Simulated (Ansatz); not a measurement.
`N[SiH2][InH][F]` + `N[SiH](N)F` → `N[SiH2]N[SiH](N)F` + `[F][InH2]`  (cleavage of the Si–In bond)

Program: Ansatz. Geometries: PBE0-D4/def2-TZVP. ΔE: electronic, gas phase. CCSD(T)/CBS is the MP2 limit (def2-TZVPP, def2-QZVPP) plus CCSD(T) − MP2 in def2-TZVPP, frozen cores. Functionals use def2-TZVPP. B3LYP here is the variant with VWN-RPA as its local correlation; programs differ in this. Elements past krypton have def2 core potentials. For In outer-core shells are correlated without core-valence functions, which leaves a few kJ/mol of doubt a bond. One conformer a species, not always the lowest.

`N[SiH2][InH][F]`:

Z-matrix (Å, degrees):
```
Si
In 1 2.553
N 1 1.709 2 99.4
H 1 1.495 2 110.5 3 122.5
H 1 1.490 2 112.9 3 -119.5
F 2 1.991 1 98.0 3 -11.3
H 2 1.711 1 152.5 3 168.8
H 3 1.009 1 118.9 2 16.2
H 3 1.006 1 124.2 2 173.5
```

`N[SiH](N)F`:

Z-matrix (Å, degrees):
```
Si
N 1 1.694
F 1 1.604 2 116.3
N 1 1.699 2 107.9 3 116.0
H 1 1.482 2 106.1 3 -115.6
H 2 1.006 1 121.4 3 85.7
H 2 1.007 1 121.8 3 -68.8
H 4 1.006 1 121.0 2 -157.4
H 4 1.006 1 121.2 2 50.4
```

`N[SiH2]N[SiH](N)F`:

```xyz
14

N    -1.158    1.586   -0.304
Si    0.496    1.277   -0.695
N     1.143    0.101    0.387
Si    0.602   -1.496    0.679
N    -1.020   -1.552    0.216
F     1.393   -2.605   -0.166
H    -1.383    2.048    0.564
H    -1.764    1.909   -1.042
H     1.401    2.453   -0.562
H     0.457    0.839   -2.113
H     1.967    0.391    0.893
H     0.927   -1.859    2.079
H    -1.553   -0.702    0.103
H    -1.508   -2.391   -0.039
```

`[F][InH2]`:

Cartesian coordinates in Å:
```
F -1.249 1.067 -0.651
In 0.137 -0.117 0.071
H 1.068 -0.779 -1.191
H 0.044 -0.171 1.770
```

Problem. Is it downhill or uphill in electronic energy at CCSD(T)/CBS, and by how much? (An estimate is asked.)

Solution. The calculation gave: Downhill: ΔE = -39.7 kJ/mol.

Problem. What do these levels give: PBE0-D4, B3LYP-D4, ωB97X-V, ωB97M-V, B2PLYP, PBE, MP2/def2-TZVPP, SCS-MP2/def2-TZVPP, CCSD/def2-TZVPP, CCSD(T)/def2-TZVPP, HF/def2-QZVPP, MP2/def2-QZVPP? (Estimate.)

Solution. Computed: PBE0-D4 -33.6, B3LYP-D4 -40.4, ωB97X-V -42.8, ωB97M-V -44.2, B2PLYP -38.7, PBE -21.5, MP2/def2-TZVPP -45.2, SCS-MP2/def2-TZVPP -46.8, CCSD/def2-TZVPP -45.2, CCSD(T)/def2-TZVPP -45.3, HF/def2-QZVPP -53.7, MP2/def2-QZVPP -42.4 kJ/mol.

Largest T1 diagnostic among the species: 0.016.

In def2-TZVPP, CCSD(T) changes the Hartree–Fock value by +7.1 kJ/mol (the triples alone add −0.2 kJ/mol) and MP2 by +7.3 kJ/mol. From PBE to PBE0 (25 % exact exchange), in def2-TZVPP and without D4, ΔE moves by −7.0 kJ/mol. The D4 term adds −8.7 kJ/mol with B3LYP and −5.1 kJ/mol with PBE0; it sums over pairs of atoms, weighted by their polarisabilities, and B3LYP, whose exchange is more repulsive, gets the larger term.
